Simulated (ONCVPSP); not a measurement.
## What one change does to a pseudopotential (Co (Z = 27), ONCV)

Co, optimised norm-conserving Vanderbilt (ONCV), made with ONCVPSP 4.0.1 (LDA (Perdew-Wang 92), scalar-relativistic). Core [Ne], reference 3s2 3p6 3d7 4s2. Waves: 3s+4s: rc 1.30 bohr, ncon 4, nbas 8, qcut 7.9 1/bohr, 2 projectors; 3p: rc 0.90 bohr, ncon 5, nbas 10, qcut 9.6 1/bohr, 2 projectors, debl 0.6 Ha; 3d: rc 1.35 bohr, ncon 4, nbas 8, qcut 13.6 1/bohr, 2 projectors, debl 2.2 Ha. Local part: polynomial inside 0.70 bohr (lpopt 5, dvloc0 0 Ha). Core correction: Teter function, fcfact 2.5, rcfact 1.55.

In the p channel the program set the typed energies aside and used -2.408, 0.250 Ha.

All-electron outer shells of the reference configuration (LDA (PZ), scalar-relativistic, ld1.x):

```csv
shell,level (eV),outermost node (bohr),outermost maximum (bohr)
2p,-769.46,–,0.17
3s,-101.87,0.31,0.67
3p,-65.51,0.28,0.68
3d,-8.46,–,0.66
4s,-5.68,0.96,2.29
```

Change: core correction none.

Cutoffs: the cutoffs (Ha) at which the residual kinetic energy of the hardest occupied pseudo-wave falls to 1 and 0.1 mHa per electron; they do not see the model core or the augmentation charge, which bear on the density cutoff. Errors are all-electron minus pseudo energies relative to the spin-unpolarised reference configuration.

**Question.** What does the change do?

**Answer.** The potential gets neither clearly harder nor softer (63 Ha and 336 Ha → 63 Ha and 336 Ha); of the 4 tests that both files solve, the error grows in 2 and shrinks in 0 by more than 15 % and 0.3 meV (median size 1.0 → 1.7 meV); neither file shows a bound ghost.

```tsv
quantity	base	changed
cutoff, loose	63 Ha	63 Ha
cutoff, tight	336 Ha	336 Ha
bound ghosts	none	none
GHOST(+) flags under 300 eV	s at 268.3 eV	s at 268.3 eV
error for 3s2 3p6 3d7 4s1, meV [ΔE 9.29 eV]	-0.1	+0.1
error for 3s2 3p6 3d7 4s0, meV [ΔE 26.37 eV]	+1.4	+2.4
error for 3s2 3p6 3d6 4s0, meV [ΔE 62.56 eV]	+0.5	+0.9
error for 3s2 3p6 3d6 4s2 4p1, meV [ΔE 9.78 eV]	+22	+23
s: phases at 1.32 bohr within 0.05 rad from the reference energy up to (Ha; the scan ends near 5)	to the end of the scan	to the end of the scan
p: phases at 0.91 bohr within 0.05 rad from the reference energy up to (Ha; the scan ends near 5)	to the end of the scan	to the end of the scan
d: phases at 1.37 bohr within 0.05 rad from the reference energy up to (Ha; the scan ends near 5)	to the end of the scan	to the end of the scan
```
